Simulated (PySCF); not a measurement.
SMILES CCc1ccc(C#N)cc1 (C₉H₉N), singlet (GFN2-xTB optimised geometry):

```
19

C     -1.692    -2.993     1.500
C     -1.476    -2.559     0.048
C     -0.715    -1.267     0.000
C     -1.386    -0.049     0.004
C     -0.693     1.144     0.004
C      0.702     1.132     0.002
C      1.421     2.349     0.000
N      2.004     3.336    -0.001
C      1.387    -0.084     0.000
C      0.677    -1.267     0.000
H     -2.245    -3.928     1.537
H     -2.254    -2.235     2.042
H     -0.737    -3.134     2.000
H     -2.445    -2.437    -0.439
H     -0.921    -3.336    -0.480
H     -2.467    -0.038     0.004
H     -1.218     2.088     0.004
H      2.467    -0.089    -0.002
H      1.208    -2.208    -0.003
```

Computed with PBE0/def2-SVP in PySCF.

Q: What are the frontier orbital energies and the dipole moment?

A: HOMO-2 -9.45 eV, HOMO-1 -7.96 eV, HOMO -7.44 eV, LUMO -1.32 eV, LUMO+1 -0.68 eV; dipole moment 5.12 D.

Meta-Löwdin charges at PBE0/def2-SVP: C1 -0.29, C2 -0.17, C3 0.04, C4 -0.12, C5 -0.08, C6 -0.04, C7 0.10, N8 -0.22, C9 -0.08, C10 -0.12, H11 0.10, H12 0.10, H13 0.10, H14 0.10, H15 0.10, H16 0.11, H17 0.12, H18 0.12, H19 0.11.
